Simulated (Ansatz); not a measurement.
`O=CBCl` + H₂ → `BCl` + `C=O` at 400 K and 1 bar (hydrogenolysis of a B–C bond).

Calculated with Ansatz (gas phase, PBE0-D4/def2-TZVP geometries, no zero-point term in ΔE). CCSD(T)/CBS adds triple-zeta CCSD(T) − MP2 to the extrapolated MP2 energy (def2 sets, frozen cores). This one scheme is used for every species. Each species was taken in one conformer, which may not be the lowest.

| species | CCSD(T)/CBS energy (Eh) | H − E (kJ/mol) | S (J/(mol·K)) |
| --- | --- | --- | --- |
| `O=CBCl` | -598.99716 | 105.8 | 324.9 |
| H₂ | -1.17544 | 38.0 | 139.0 |
| `BCl` | -485.78909 | 70.2 | 247.0 |
| `C=O` | -114.39408 | 83.9 | 229.4 |

H − E and S are ideal-gas, rigid-rotor, harmonic terms from PBE0-D4/def2-TZVP, for one conformer and one mirror image of each species. For small species the MP2-based limit differs from directly extrapolated CCSD(T) by up to some mEh (0.8 for H₂); such offsets cancel only in part. 1 Eh = 2625.50 kJ/mol, R = 8.31446 J/(mol·K).

Problem. By hand: ΔE, ΔH, ΔS and ΔG.

Solution. ΔE = (-485.78909) + (-114.39408) − (-598.99716) − (-1.17544) = -0.01057 Eh = -27.8 kJ/mol. Δ(H − E) = 70.2 + 83.9 − 105.8 − 38.0 = 10.3, so ΔH = -17.5 kJ/mol. ΔS = 247.0 + 229.4 − 324.9 − 139.0 = 12.5 J/(mol·K). ΔG = -17.5 − 400 × (12.5)/1000 = -22.5 kJ/mol.

Problem. By hand: the equilibrium constant, and the temperature at which ΔG would vanish if ΔH and ΔS stayed fixed.

Solution. log₁₀ K = −ΔG/(RT ln 10) = 2.9. ΔH and −TΔS have one sign here, so there is no such temperature.

The number of gas molecules stays the same, so ΔS is small and ΔH decides. A doubt of 5 kJ/mol in ΔE shifts log₁₀ K by 0.7 here. Other conformers and mirror images would add mixing entropy, several J/(mol·K) or more a flexible species. Modes under 60 cm⁻¹, often nearly free rotors, make the harmonic entropy too high. These are equilibria of isolated gas molecules and say nothing of rates. Largest T1 diagnostic: 0.016 (customary marks: 0.02 for closed shells, 0.045 for open ones).

ΔS is within the doubt of such terms, so its sign, and with it that verdict, could turn.
